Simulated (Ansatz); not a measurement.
System: C3H8BO, net charge 0, doublet state. It need not be the lowest isomer of its formula. 
Structure (B3LYP-D3(BJ)/def2-TZVP (Ansatz, a first-principles code) minimum search):
```
B
O 1 1.3810
C 2 1.3486 1 125.69
H 3 1.0773 2 115.81 1 180.00
H 3 1.0793 4 123.75 2 180.00
C 1 1.5669 2 115.95 3 180.00
H 6 1.0903 1 113.43 2 0.00
H 6 1.0957 7 108.49 1 -123.05
H 6 1.0957 7 108.49 8 -113.91
C 1 1.5739 2 120.74 3 0.00
H 10 1.0901 1 112.43 2 -180.00
H 10 1.0955 11 107.72 1 123.03
H 10 1.0955 11 107.72 12 113.94
```
Charge 0, spin multiplicity 2.

Property: atomisation energy (electronic, to ground-state atoms), in kcal/mol. Cores are frozen in the correlated levels unless marked. UHF or UKS for open shells. No spin-orbit coupling. No relativistic terms. The coupled-cluster limit lacks core correlation, which all-electron functionals hold. CBS(X,Y): correlation extrapolated as X^-3; Hartree-Fock from the larger set. [CCSD(T)-MP2]/basis is that difference in the basis named.

| level | program | atomisation energy (kcal/mol) | minus last row |
|---|---|---|---|
| HF/cc-pVQZ | Ansatz | 932.7 | -290.2 |
| revPBE/def2-TZVPD | Ansatz | 1205.7 | -17.2 |
| PBE0/def2-QZVPP | Ansatz | 1231.7 | 8.8 |
| HSE06/def2-TZVPD | Ansatz | 1231.1 | 8.2 |
| CAM-B3LYP/def2-TZVPD | Ansatz | 1231.0 | 8.1 |
| MP2/6-31G | Ansatz | 1061.7 | -161.2 |
| SCS-MP2/cc-pVTZ | Ansatz | 1205.2 | -17.7 |
| CCSD/cc-pVTZ | Ansatz | 1181.3 | -41.6 |
| CCSD(T)/cc-pVTZ | Ansatz | 1196.0 | -26.9 |
| RI-MP2/CBS(cc-pVTZ,cc-pVQZ)+[CCSD(T)-MP2]/cc-pVTZ | Ansatz | 1222.9 | 0.0 |
